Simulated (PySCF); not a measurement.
**Hg⁺ (mercury, charge +1): r2SCAN calculation**

Configuration: [Xe] 4f14 5d9 6s2, 2D determinant (an excited configuration). Calculation: PySCF 2.14, in aug-cc-pwCVTZ-PP with ECP60MDF (8s8p7d4f3g, 122 functions); scalar relativity through the core potential.

- Total energy: -153.0085 hartree
- One-electron energy: -261.3846 hartree
- Hartree (Coulomb) energy: 121.9234 hartree
- Exchange-correlation energy: -13.5472 hartree
- ⟨S²⟩: 0.7517
- ⟨L²⟩: 6.014
- Sum of ⟨r⟩: 26.14 bohr
- Sum of ⟨r²⟩: 44.51 bohr²
- Traceless quadrupole moment −½Σ⟨3z² − r²⟩ along its main axis: -0.546 e·bohr²
- Time after the integrals: of the order of 8 core-seconds

```csv
shell,electrons,mean orbital energy (hartree),spread (hartree),"rms radius, mean of both spins (bohr)"
5s α,1,-4.88964,0,0.969
5s β,1,-4.85457,0,0.969
5p α,3,-3.00479,0.05708,1.11
5p β,3,-2.96359,0.01152,1.11
5d α,5,-0.82382,0.07017,1.56
5d β,4,-0.79135,0.04600,1.56
6s α,1,-0.59643,0,2.59
6s β,1,-0.58380,0,2.59
```

Energies and moments cover only the electrons outside the core potential. Spin-orbit coupling, absent here, splits the open shell strongly.
